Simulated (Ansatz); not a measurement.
Two structures of BH5SO2, singlet, reached by relaxing down either side of one saddle point (PBE0-D4/def2-TZVP). Energies are electronic, without zero-point energy. Program: Ansatz 0.2.0. Basis: def2-TZVPP and def2-QZVPP. Cores are frozen in the correlated methods. Extrapolation: Hartree–Fock as exp(−7.88 √X), correlation as X^−2.97. First:

B1  (-0.675, 0.140, -0.450)
S2  (0.367, 1.604, -0.115)
O3  (-1.845, 0.293, -1.122)
O4  (-0.294, -1.101, -0.035)
H5  (2.236, -0.518, 1.666)
H6  (2.443, -1.225, 1.539)
H7  (-0.468, 2.481, -0.693)
H8  (-2.302, -0.546, -1.234)
H9  (0.537, -1.128, 0.444)
(Å)

Second:

```
9
angstrom
B -0.0945 -1.2239 -0.1698
S 1.0472 3.0587 0.0172
O -0.7059 -0.0190 -0.0349
O -0.8516 -2.3175 -0.4543
H 1.1449 3.0719 1.3546
H 1.0929 -1.2743 -0.0313
H 0.3663 1.8981 0.0177
H -1.6587 -0.0693 -0.1658
H -0.3405 -3.1246 -0.5332
```

Question: Which bonds change from the first to the second?

Answer: BH₃SO₂ ([OH][B]([OH])[SH]) + H₂ → BH₃O₂ ([OH][BH][OH]) + H₂S; bonds formed: B1–H6, S2–H5; bonds broken: B1–S2, H5–H6.

Question: Give the saddle point's structure and its height above each. (An estimate is asked for; the value comes from the calculation.)

Answer: By the calculation: 2.181 eV above the first and 1.884 eV above the second (CCSD(T) at an estimated basis limit (MP2 extrapolated from triple and quadruple zeta, plus CCSD(T) − MP2 in triple zeta)).
```
9
angstrom
B -0.1239 -0.3749 0.1186
S 0.8932 1.4186 -0.6122
O -1.3871 -0.0924 0.5781
O 0.1094 -1.4236 -0.7464
H 0.9490 0.3880 0.7180
H 0.6490 -0.4325 1.2316
H 0.0364 2.2191 0.0395
H -2.0496 -0.3212 -0.0791
H 0.9237 -1.3811 -1.2479
```

T1 diagnostic: at most 0.013.

Labels in which every atom is bracketed show which atoms are joined, not bond orders.

For scale, one of the runs: CCSD(T)/def2-TZVPP, 205 basis functions, launched by `ansatz run in.yaml --threads 4 --pin off --events-out ev --progress --plain --max-ram 9574MiB`. The run took 77 s on 4 CPU threads of an AMD EPYC (shared host), with 2.8 GiB of host memory at its peak.
